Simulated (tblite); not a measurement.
C4H13FOSi3.
Numbering: `[CH3:1][SiH2:2][Si@@H:3]([CH3:4])[SiH2:5][C@@H:6]([F:7])[CH:8]=[O:9]` (hydrogens: H10, H11, H12 on C1; H13, H14 on Si2; H15 on Si3; H16, H17, H18 on C4; H19, H20 on Si5; H21 on C6; H22 on C8)

Computed with GFN2-xTB (tblite), gas phase: L-BFGS steps from a force-field or distance-geometry start until the largest atomic force falls under 0.01 eV/Å.

Step 3: E = -792.0862 eV
```
atom  x, y, z in Å  |  force x, y, z in eV/Å
C1      2.5504   -0.0439   -2.0902    0.005   0.111   0.082
Si2     1.4903    0.6117   -0.6662    0.087   0.127  -0.032
Si3    -0.1168   -0.9452   -0.1670    0.072  -0.079  -0.177
C4      0.7197   -2.5672    0.3813   -0.129   0.131  -0.119
Si5    -1.3325   -0.1932    1.6076   -0.051  -0.278  -0.042
C6     -1.8637    1.6354    1.2802    0.087  -0.181   0.151
F7     -0.7230    2.4256    1.3636   -0.138   0.177  -0.045
C8     -2.5829    1.9212    0.0008   -0.190  -0.224  -0.023
O9     -3.1858    1.1052   -0.6482    0.212   0.136   0.339
H10     3.0432   -0.9680   -1.8043    0.044   0.022  -0.085
H11     1.9359   -0.2379   -2.9634    0.072  -0.020  -0.041
H12     3.3059    0.6849   -2.3547    0.147  -0.046  -0.155
H13     2.3403    0.8553    0.5064    0.070   0.124  -0.059
H14     0.8374    1.8566   -1.0771    0.131   0.128  -0.022
H15    -0.9605   -1.2289   -1.3334   -0.095  -0.149  -0.070
H16     1.3574   -2.3972    1.2430    0.016  -0.064  -0.016
H17     1.3263   -2.9604   -0.4259    0.065  -0.134   0.044
H18    -0.0223   -3.3093    0.6459    0.023  -0.156   0.045
H19    -0.5298   -0.1950    2.8378   -0.169   0.204   0.073
H20    -2.5205   -0.9870    1.8607   -0.355   0.076   0.217
H21    -2.5143    1.9699    2.0947   -0.097   0.072   0.029
H22    -2.5652    2.9866   -0.2920    0.190   0.024  -0.094
```

Step 4: E = -792.1209 eV
```
atom  x, y, z in Å  |  force x, y, z in eV/Å
C1      2.5511   -0.0383   -2.0861    0.105   0.004  -0.180
Si2     1.4949    0.6200   -0.6646   -0.028   0.044  -0.090
Si3    -0.1156   -0.9465   -0.1780    0.056   0.037  -0.111
C4      0.7141   -2.5616    0.3752    0.043  -0.258   0.103
Si5    -1.3338   -0.2149    1.6065   -0.105   0.001  -0.056
C6     -1.8604    1.6264    1.2869   -0.060   0.085   0.119
F7     -0.7285    2.4368    1.3610   -0.186   0.016  -0.010
C8     -2.5881    1.9203    0.0056    0.324   0.115   0.373
O9     -3.1801    1.1037   -0.6366   -0.192  -0.276  -0.071
H10     3.0456   -0.9672   -1.8090    0.004   0.084  -0.046
H11     1.9395   -0.2394   -2.9663    0.115   0.039   0.099
H12     3.3142    0.6828   -2.3632    0.060  -0.077  -0.095
H13     2.3428    0.8614    0.5015    0.130   0.135   0.042
H14     0.8446    1.8626   -1.0782    0.105   0.159  -0.029
H15    -0.9647   -1.2365   -1.3358   -0.109  -0.143  -0.113
H16     1.3586   -2.4007    1.2425   -0.120  -0.030  -0.169
H17     1.3298   -2.9674   -0.4234   -0.012  -0.068   0.073
H18    -0.0217   -3.3183    0.6486    0.134   0.050  -0.042
H19    -0.5393   -0.1837    2.8408   -0.144   0.143   0.079
H20    -2.5378   -0.9818    1.8717   -0.315   0.061   0.202
H21    -2.5207    1.9747    2.0969    0.047  -0.052  -0.054
H22    -2.5548    2.9869   -0.2967    0.146  -0.067  -0.022
```

Step 5: E = -792.1418 eV
```
atom  x, y, z in Å  |  force x, y, z in eV/Å
C1      2.5538   -0.0342   -2.0858    0.130  -0.037  -0.253
Si2     1.4978    0.6270   -0.6647   -0.040  -0.006  -0.128
Si3    -0.1142   -0.9465   -0.1880    0.036   0.030  -0.038
C4      0.7113   -2.5619    0.3718    0.094  -0.345   0.158
Si5    -1.3365   -0.2315    1.6051   -0.165   0.183  -0.041
C6     -1.8591    1.6215    1.2935   -0.121   0.184   0.060
F7     -0.7354    2.4454    1.3590   -0.157  -0.061   0.034
C8     -2.5885    1.9194    0.0131    0.425   0.132   0.359
O9     -3.1774    1.1003   -0.6273   -0.272  -0.310  -0.138
H10     3.0475   -0.9651   -1.8132    0.001   0.085  -0.008
H11     1.9437   -0.2398   -2.9672    0.101   0.064   0.120
H12     3.3213    0.6800   -2.3710    0.031  -0.063  -0.064
H13     2.3467    0.8681    0.4984    0.141   0.130   0.074
H14     0.8516    1.8697   -1.0794    0.086   0.173  -0.034
H15    -0.9695   -1.2445   -1.3394   -0.098  -0.130  -0.120
H16     1.3577   -2.4037    1.2397   -0.144   0.003  -0.180
H17     1.3320   -2.9735   -0.4201   -0.026  -0.054   0.043
H18    -0.0195   -3.3245    0.6501    0.136   0.116  -0.074
H19    -0.5488   -0.1731    2.8441   -0.138   0.094   0.058
H20    -2.5555   -0.9767    1.8831   -0.236   0.076   0.177
H21    -2.5247    1.9774    2.0979    0.095  -0.116  -0.040
H22    -2.5448    2.9858   -0.3004    0.122  -0.148   0.035
```

Step 6: E = -792.1695 eV
```
atom  x, y, z in Å  |  force x, y, z in eV/Å
C1      2.5603   -0.0284   -2.0889    0.129  -0.054  -0.227
Si2     1.5023    0.6373   -0.6678    0.001  -0.042  -0.130
Si3    -0.1114   -0.9472   -0.2034   -0.030  -0.031   0.074
C4      0.7087   -2.5673    0.3681    0.110  -0.278   0.111
Si5    -1.3446   -0.2526    1.6023   -0.233   0.361   0.003
C6     -1.8591    1.6171    1.3041   -0.146   0.220  -0.037
F7     -0.7482    2.4575    1.3571   -0.046  -0.115   0.113
C8     -2.5847    1.9164    0.0267    0.330   0.020   0.119
O9     -3.1752    1.0934   -0.6121   -0.235  -0.193  -0.081
H10     3.0506   -0.9607   -1.8195    0.020   0.044   0.048
H11     1.9515   -0.2394   -2.9672    0.034   0.076   0.057
H12     3.3330    0.6749   -2.3842    0.026  -0.010  -0.036
H13     2.3553    0.8809    0.4951    0.101   0.102   0.046
H14     0.8639    1.8839   -1.0820    0.068   0.161  -0.036
H15    -0.9786   -1.2592   -1.3471   -0.045  -0.097  -0.081
H16     1.3543   -2.4079    1.2330   -0.102   0.050  -0.094
H17     1.3350   -2.9843   -0.4147   -0.017  -0.057  -0.029
H18    -0.0146   -3.3327    0.6512    0.057   0.110  -0.082
H19    -0.5661   -0.1552    2.8501   -0.147   0.018  -0.005
H20    -2.5865   -0.9672    1.9038   -0.073   0.125   0.121
H21    -2.5295    1.9793    2.0997    0.095  -0.164   0.045
H22    -2.5269    2.9807   -0.3052    0.101  -0.246   0.101
```

Q: Estimate the geometry and energy of step 7. (The exact step hangs on the optimiser's Hessian estimate; all steps are aligned on step 6, rigid shifts and turns removed.)

A: E = -792.1880 eV, largest force 0.433 eV/Å
```
atom  x, y, z in Å  |  force x, y, z in eV/Å
C1      2.5669   -0.0250   -2.0939    0.094  -0.035  -0.122
Si2     1.5059    0.6435   -0.6727    0.043  -0.033  -0.082
Si3    -0.1098   -0.9492   -0.2121   -0.094  -0.065   0.132
C4      0.7085   -2.5742    0.3662    0.080  -0.116   0.008
Si5    -1.3546   -0.2596    1.6005   -0.224   0.370   0.023
C6     -1.8611    1.6171    1.3107   -0.099   0.148  -0.077
F7     -0.7576    2.4636    1.3581    0.062  -0.098   0.163
C8     -2.5785    1.9121    0.0354    0.120  -0.092  -0.107
O9     -3.1760    1.0878   -0.6010   -0.140  -0.070   0.013
H10     3.0532   -0.9571   -1.8229    0.045  -0.005   0.072
H11     1.9570   -0.2379   -2.9670   -0.025   0.062  -0.038
H12     3.3416    0.6715   -2.3940    0.048   0.040  -0.034
H13     2.3629    0.8914    0.4935    0.037   0.070  -0.027
H14     0.8736    1.8966   -1.0844    0.072   0.113  -0.029
H15    -0.9856   -1.2710   -1.3537    0.017  -0.066  -0.017
H16     1.3508   -2.4098    1.2277   -0.027   0.071   0.014
H17     1.3370   -2.9928   -0.4117    0.008  -0.071  -0.082
H18    -0.0109   -3.3371    0.6508   -0.037   0.038  -0.058
H19    -0.5806   -0.1428    2.8540   -0.157  -0.024  -0.055
H20    -2.6088   -0.9583    1.9201    0.038   0.164   0.075
H21    -2.5314    1.9777    2.1023    0.038  -0.150   0.126
H22    -2.5128    2.9728   -0.3066    0.102  -0.250   0.102
```

The energy changes by -0.0185 eV. The first-order estimate −F·Δx gives -0.0252 eV and the mean of the old and new forces, exact on a quadratic surface, -0.0186 eV. The step makes an angle of 65° with the force vector and moves no atom by more than 0.029 Å.

What follows is the cost of the whole relaxation. Hardware: Arm Neoverse N1, one thread (shared host). Cost: 2.7 s wall.
